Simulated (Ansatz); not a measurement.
`[OH][InH][CH2]Br` → `[CH2]` (triplet) + `[OH][InH][Br]` at 500 K and 1 bar (formal loss of a carbene).

Gas-phase electronic energies from Ansatz, PBE0-D4/def2-TZVP geometries. CCSD(T)/CBS is the MP2 limit (def2-TZVPP, def2-QZVPP) plus CCSD(T) − MP2 in def2-TZVPP, frozen cores. This one scheme is used for every species. Triplets are unrestricted, without spin–orbit coupling. def2 core potentials past Kr. For Br, In outer-core shells are correlated without core-valence functions, which leaves a few kJ/mol of doubt a bond. Scalar relativity is left out up to krypton. Each species was taken in one conformer, which may not be the lowest.

| species | CCSD(T)/CBS energy (Eh) | H − E (kJ/mol) | S (J/(mol·K)) |
| --- | --- | --- | --- |
| `[OH][InH][CH2]Br` | -2878.76778 | 164.5 | 429.8 |
| `[CH2]` (triplet) | -39.09499 | 62.7 | 213.9 |
| `[OH][InH][Br]` | -2839.57190 | 84.5 | 367.3 |

H − E and S are ideal-gas, rigid-rotor, harmonic terms from PBE0-D4/def2-TZVP, for one conformer and one mirror image of each species, with the whole ground term of open shells counted as degenerate. 1 Eh = 2625.50 kJ/mol, R = 8.31446 J/(mol·K).

By hand: ΔE, ΔH, ΔS and ΔG.

ΔE = (-39.09499) + (-2839.57190) − (-2878.76778) = 0.10089 Eh = 264.9 kJ/mol. Δ(H − E) = 62.7 + 84.5 − 164.5 = -17.3, so ΔH = 247.6 kJ/mol. ΔS = 213.9 + 367.3 − 429.8 = 151.4 J/(mol·K). ΔG = 247.6 − 500 × (151.4)/1000 = 171.9 kJ/mol.

By hand: the equilibrium constant, and the temperature at which ΔG would vanish if ΔH and ΔS stayed fixed.

log₁₀ K = −ΔG/(RT ln 10) = -18.0. ΔG = 0 at ΔH/ΔS = 1635 K.

The number of gas molecules changes by +1, which sets the sign of ΔS. A doubt of 5 kJ/mol in ΔE shifts log₁₀ K by 0.5 here. Other conformers and mirror images would add mixing entropy, several J/(mol·K) or more a flexible species. Modes under 60 cm⁻¹, often nearly free rotors, make the harmonic entropy too high. A triplet takes part, so the spin changes. These are equilibria of isolated gas molecules and say nothing of rates. Largest T1 diagnostic: 0.014 (customary marks: 0.02 for closed shells, 0.045 for open ones).
